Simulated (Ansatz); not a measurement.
Program: Ansatz. Geometries: PBE0-D4/def2-TZVP. ΔE: electronic, gas phase. CCSD(T)/CBS is the MP2 limit (def2-TZVPP, def2-QZVPP) plus CCSD(T) − MP2 in def2-TZVPP, frozen cores. DFT in def2-TZVPP. One conformer a species, not always the lowest.

Consider the redistribution: `OC1([SiH2]F)BC1` + `CC[SiH2]O` → `CC[SiH2][SiH2]F` + `OC1(O)BC1`.

| level | ΔE (kcal/mol) |
| --- | --- |
| PBE-D4 | 31.9 |
| MP2/def2-TZVPP | 41.8 |
| CCSD(T)/def2-TZVPP | 38.1 |
| SCS-MP2/def2-QZVPP | 41.8 |

(1) What does CCSD(T)/CBS give? (Best estimate.)

Largest T1 diagnostic among the species: 0.013.

Results:

(1) Ansatz gave: +39.1 kcal/mol. The listed levels differ from it by -7.2, 2.7, -1.0, 2.7 kcal/mol.

The D4 term adds +0.8 kcal/mol with B3LYP and +0.4 kcal/mol with PBE0; it sums over pairs of atoms, weighted by their polarisabilities, and B3LYP, whose exchange is more repulsive, gets the larger term. From PBE to PBE0 (25 % exact exchange), in def2-TZVPP and without D4, ΔE moves by +2.0 kcal/mol.

B3LYP here is the variant with VWN-RPA as its local correlation; programs differ in this.
